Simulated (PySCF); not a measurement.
Species: Au(PF3)F (singlet state).
SMILES: `[F][Au]<-[P](F)(F)F`

The calculation used PBE0-D3(BJ)/def2-SVP geometry optimisation, gas phase, def2 core potentials past Kr (PySCF 2.14.0).

Take the most abundant isotopes and a rigid rotor. 

(1) Give the principal moments of inertia and the rotational constants in cm⁻¹.

(2) What kind of rotor is it?

(3) Where do the R-branch lines fall?

(4) Estimate the classical rotational partition function at 10 K, 25 K and 100 K.

Results:

(1) Ia = 109.11, Ib = 619.70, Ic = 619.99 u·Å²; 505379 MHz·u·Å²/I gives 4632, 815.5 and 815.1 MHz, that is A = 0.15450, B = 0.02720, C = 0.02719 cm⁻¹.

(2) A prolate symmetric top, as the point group C3v requires two equal moments: κ = (2 × 815.5 − 4632 − 815.1)/(4632 − 815.1) = -1.00.

(3) The dipole of 4.05 D lies along the symmetry axis, so ΔK = 0 and J+1 ← J falls at 2B(J+1) for every K: 1.63 GHz, 3.26 GHz, 4.89 GHz, 6.52 GHz, 8.15 GHz for J = 0 to 4.

(4) Point group C3v, symmetry number σ = 3; q = (√π/σ)·√((kT/h)³/(ABC)), k/h = 20836.6 MHz/K: 1010 at 10 K, 4000 at 25 K, 32000 at 100 K.

Not checked by PBE0-D3(BJ)/def2-SVP frequencies. These are rigid-rotor constants of the computed structure; measured ground-state constants (B0) also hold zero-point vibration.
